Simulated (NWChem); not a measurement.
System: BAsH4; SMILES B[AsH2]

Here is an NWChem input.

```
start job
memory heap 200 mb stack 900 mb global 1100 mb
geometry units angstroms noautoz
  B      0.006921     1.661155     0.000000
  As     0.005689    -0.321521     0.000000
  H      0.961989    -0.598723    -1.140667
  H      0.961989    -0.598723     1.140667
  H     -0.076904     2.254665     1.047250
  H     -0.076904     2.254665    -1.047250
end
basis spherical
  * library def2-tzvp
end
dft
  xc b3lyp
  iterations 150
  mulliken
end
task dft energy
```

Coordinates come from a PBE0/def2-SVP optimisation.

Task: What results follow from this input? (B3LYP/def2-TZVP.) Quantities: energy (Ha); highest occupied level (eV); orbital gap (eV); dipole (D).

Result: 
```json
{
  "energy (Ha)": "-2263.15",
  "highest occupied level (eV)": "-7.22",
  "orbital gap (eV)": "5.07",
  "dipole (D)": "0.42"
}
```
